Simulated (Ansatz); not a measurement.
The cluster Zn5Cu2, relaxed as a singlet with RKS B3LYP-D4/def2-SVP in Ansatz, starting from the GFN1-xTB geometry. Force threshold 0.02 eV/Å.

The relaxation made no stability test and no search for a lower SCF solution. The structure comes from a short search, and lower isomers may exist.

Start:

```xyz
7

Cu   -0.366    0.813    0.915
Cu    0.610   -1.057   -0.168
Zn    1.700    1.645   -1.504
Zn   -0.843    1.904   -1.315
Zn    0.137   -0.157   -2.464
Zn   -0.107   -2.569    1.695
Zn   -1.131   -0.579    2.841
```

```csv
step,energy (eV),largest force component (eV/Å),SCF passes
1,-331344.6260,0.495,23
2,-331344.8213,0.354,28
3,-331344.9524,0.307,27
4,-331345.0112,0.112,28
5,-331345.0338,0.156,29
6,-331345.0510,0.160,29
7,-331345.0667,0.099,30
8,-331345.0869,0.064,28
9 (rejected),-331345.0826,0.041,29
10,-331345.0898,0.068,30
11,-331345.0916,0.016,30
12,-331345.0920,0.013,31
13,-331345.0923,0.007,30
14,-331345.0924,0.007,30
```

Force components are those of the run's own axes.

End:

```xyz
7

Cu   -0.5375    0.4198    0.4976
Cu    0.9447   -1.1566   -0.4426
Zn    1.7084    1.1410   -1.0347
Zn   -0.6837    2.2311   -1.1274
Zn   -0.3723   -0.1093   -2.2761
Zn    0.3159   -2.1931    1.6937
Zn   -1.3755   -0.3329    2.6895
```

Bonds formed: Cu1–Zn3, Cu1–Zn5, Cu1–Zn6 (atoms count from 1). Metal–metal contacts that move far: Cu2–Zn3 3.21 to 2.49 Å.

The force fell under the threshold at step 11, but the optimiser went on. No frequencies were taken in this run, so the end may be a saddle point.

Run time 4.8 min (4 threads of Arm Neoverse N1 on a shared host), peak host memory 1 GiB.
